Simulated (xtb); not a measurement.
C$_{7}$H$_{9}$O (SMILES Cc1ccc([OH2+])cc1), charge +1, singlet, geometry from GFN2-xTB; GFN2-xTB (xtb).

xtb was given this input:
```
$ xtb mol.xyz --gfn 2 --chrg 1 --grad --json

# file mol.xyz
17

C      2.87951788     0.20566659     0.42166366
C      1.40826357     0.10095801     0.21597349
C      0.71987839     1.09958188    -0.47152699
C     -0.64445072     1.01104217    -0.68628767
C     -1.30523065    -0.09810312    -0.20179620
O     -2.75355612    -0.22906971    -0.47044933
C     -0.66932931    -1.10929232     0.48541880
C      0.69632597    -0.99914869     0.68833419
H      3.21187229    -0.43385518     1.23387831
H      3.17135935     1.23172760     0.63031576
H      3.39733766    -0.10458254    -0.48607370
H      1.25611675     1.95835130    -0.84314072
H     -1.16763125     1.78695379    -1.22369178
H     -3.16875779     0.65590003    -0.55414266
H     -3.18240640    -0.77713632     0.22116556
H     -1.21094853    -1.96791192     0.85156121
H      1.21165585    -1.78111609     1.22304716
```

What the program printed (banner, timings and long lists left out):

```
   ID    Z sym.   atoms
    1    6 C      1-5, 7, 8
    2    8 O      6
    3    1 H      9-17

           -------------------------------------------------
          |                Calculation Setup                |
           -------------------------------------------------

           -------------------------------------------------
          |                 G F N 2 - x T B                 |
           -------------------------------------------------

          ...................................................
          :                      SETUP                      :
          :.................................................:
          :  # basis functions                  41          :
          :  # atomic orbitals                  41          :
          :  # shells                           25          :
          :  # electrons                        42          :
          :  max. iterations                   250          :
          :  Hamiltonian                  GFN2-xTB          :
          :  restarted?                      false          :
          :  GBSA solvation                  false          :
          :  PC potential                    false          :
          :  electronic temp.          300.0000000     K    :
          :  accuracy                    1.0000000          :
          :  -> integral cutoff          0.2500000E+02      :
          :  -> integral neglect         0.1000000E-07      :
          :  -> SCF convergence          0.1000000E-05 Eh   :
          :  -> wf. convergence          0.1000000E-03 e    :
          :  Broyden damping             0.4000000          :
          :  net charge                          1          :
          :  unpaired electrons                  0          :
          ...................................................

 iter      E             dE          RMSdq      gap      omega  full diag
   1    -23.5012416 -0.235012E+02  0.380E+00    4.30       0.0  T
   2    -23.5353129 -0.340714E-01  0.270E+00    4.45       1.0  T
   3    -23.5335637  0.174921E-02  0.126E+00    4.38       1.0  T
   4    -23.5434564 -0.989272E-02  0.362E-01    4.29       1.0  T
   5    -23.5445682 -0.111179E-02  0.139E-01    4.36       1.0  T
   6    -23.5447032 -0.134948E-03  0.604E-02    4.36       1.0  T
   7    -23.5447218 -0.186486E-04  0.150E-02    4.37       1.6  T
   8    -23.5447223 -0.437130E-06  0.491E-03    4.37       4.9  T
   9    -23.5447223 -0.425332E-08  0.179E-03    4.37      13.5  T
  10    -23.5447223 -0.365770E-07  0.654E-04    4.37      37.1  T
  11    -23.5447223 -0.820279E-09  0.200E-04    4.37     121.5  T

   *** convergence criteria satisfied after 11 iterations ***

         :::::::::::::::::::::::::::::::::::::::::::::::::::::
         ::                     SUMMARY                     ::
         :::::::::::::::::::::::::::::::::::::::::::::::::::::
         :: total energy             -23.162703019590 Eh    ::
         :: gradient norm              0.000067502536 Eh/a0 ::
         :: HOMO-LUMO gap              4.367103352207 eV    ::
         ::.................................................::
         :: SCC energy               -23.544714028450 Eh    ::
         :: -> isotropic ES            0.104170621758 Eh    ::
         :: -> anisotropic ES         -0.004724957240 Eh    ::
         :: -> anisotropic XC          0.013425143230 Eh    ::
         :: -> dispersion             -0.011112518036 Eh    ::
         :: repulsion energy           0.382011008860 Eh    ::
         :: add. restraining           0.000000000000 Eh    ::
         :: total charge               1.000000000000 e     ::
         :::::::::::::::::::::::::::::::::::::::::::::::::::::

           -------------------------------------------------
          |                Property Printout                |
           -------------------------------------------------

    * Orbital Energies and Occupations

         #    Occupation            Energy/Eh            Energy/eV
      -------------------------------------------------------------
         1        2.0000           -0.9771472             -26.5895
       ...           ...                  ...                  ...
         9        2.0000           -0.7294492             -19.8493
        10        2.0000           -0.7138450             -19.4247
        11        2.0000           -0.6674635             -18.1626
        12        2.0000           -0.6648233             -18.0908
        13        2.0000           -0.6515176             -17.7287
        14        2.0000           -0.6448377             -17.5469
        15        2.0000           -0.6386919             -17.3797
        16        2.0000           -0.6099089             -16.5965
        17        2.0000           -0.5916727             -16.1002
        18        2.0000           -0.5899894             -16.0544
        19        2.0000           -0.5740401             -15.6204
        20        2.0000           -0.5718397             -15.5606
        21        2.0000           -0.5512289             -14.9997 (HOMO)
        22                         -0.3907408             -10.6326 (LUMO)
        23                         -0.3892471             -10.5920
        24                         -0.2877918              -7.8312
        25                         -0.2592142              -7.0536
        26                         -0.1531917              -4.1686
        27                         -0.0455034              -1.2382
        28                         -0.0417114              -1.1350
        29                          0.0039418               0.1073
        30                          0.0102381               0.2786
        31                          0.0126772               0.3450
        32                          0.0598669               1.6291
       ...                                ...                  ...
        41                          0.4888297              13.3017
      -------------------------------------------------------------
                  HL-Gap            0.1604881 Eh            4.3671 eV
             Fermi-level           -0.4709849 Eh          -12.8162 eV

     #   Z          covCN         q      C6AA      α(0)
     1   6 C        3.759    -0.129    23.027     6.841
     2   6 C        2.964     0.045    26.979     8.520
     3   6 C        2.932    -0.025    28.618     8.773
     4   6 C        2.912    -0.044    29.085     8.843
     5   6 C        2.850     0.094    25.918     8.344
     6   8 O        2.445    -0.221    17.628     5.670
     7   6 C        2.912    -0.044    29.083     8.843
     8   6 C        2.932    -0.024    28.613     8.772
     9   1 H        0.925     0.074     2.039     2.233
    10   1 H        0.925     0.078     1.996     2.209
    11   1 H        0.925     0.088     1.898     2.154
    12   1 H        0.926     0.087     1.912     2.162
    13   1 H        0.926     0.074     2.041     2.234
    14   1 H        0.803     0.393     0.498     1.109
    15   1 H        0.803     0.393     0.498     1.109
    16   1 H        0.926     0.074     2.042     2.235
    17   1 H        0.926     0.086     1.916     2.164

 Mol. C6AA /au·bohr⁶  :       2697.343527
 Mol. C8AA /au·bohr⁸  :      64648.502607
 Mol. α(0) /au        :         82.217250

Wiberg/Mayer (AO) data.
largest (>0.10) Wiberg bond orders for each atom

 ---------------------------------------------------------------------------
     #   Z sym  total        # sym  WBO       # sym  WBO       # sym  WBO
 ---------------------------------------------------------------------------
     1   6 C    3.987 --     2 C    1.044     9 H    0.978    10 H    0.969
                            11 H    0.948
     2   6 C    3.982 --     8 C    1.399     3 C    1.394     1 C    1.044
     3   6 C    3.985 --     4 C    1.443     2 C    1.394    12 H    0.963
                             7 C    0.104
     4   6 C    3.985 --     3 C    1.443     5 C    1.409    13 H    0.960
                             8 C    0.103
     5   6 C    3.793 --     7 C    1.414     4 C    1.409     6 O    0.798
     6   8 O    2.521 --    14 H    0.826    15 H    0.826     5 C    0.798
     7   6 C    3.985 --     8 C    1.436     5 C    1.414    16 H    0.960
                             3 C    0.104
     8   6 C    3.985 --     7 C    1.436     2 C    1.399    17 H    0.962
                             4 C    0.103
     9   1 H    0.994 --     1 C    0.978
    10   1 H    0.994 --     1 C    0.969
    11   1 H    0.992 --     1 C    0.948
    12   1 H    0.992 --     3 C    0.963
    13   1 H    0.994 --     4 C    0.960
    14   1 H    0.845 --     6 O    0.826
    15   1 H    0.845 --     6 O    0.826
    16   1 H    0.994 --     7 C    0.960
    17   1 H    0.992 --     8 C    0.962
 ---------------------------------------------------------------------------

Topologies differ in total number of bonds
Writing topology from bond orders to xtbtopo.mol

molecular dipole:
                 x           y           z       tot (Debye)
 q only:       -2.777       0.059       0.031
   full:       -3.196       0.109       0.107       8.133
molecular quadrupole (traceless):
                xx          xy          yy          xz          yz          zz
 q only:       26.370       0.918     -10.629       1.992      -4.020     -15.741
  q+dip:       28.252       0.582      -9.782       1.236      -6.817     -18.470
   full:       27.991       0.344     -10.745       0.854      -5.069     -17.246

           -------------------------------------------------
          | TOTAL ENERGY              -23.162703019590 Eh   |
          | GRADIENT NORM               0.000067502536 Eh/α |
          | HOMO-LUMO GAP               4.367103352207 eV   |
           -------------------------------------------------

normal termination of xtb
```
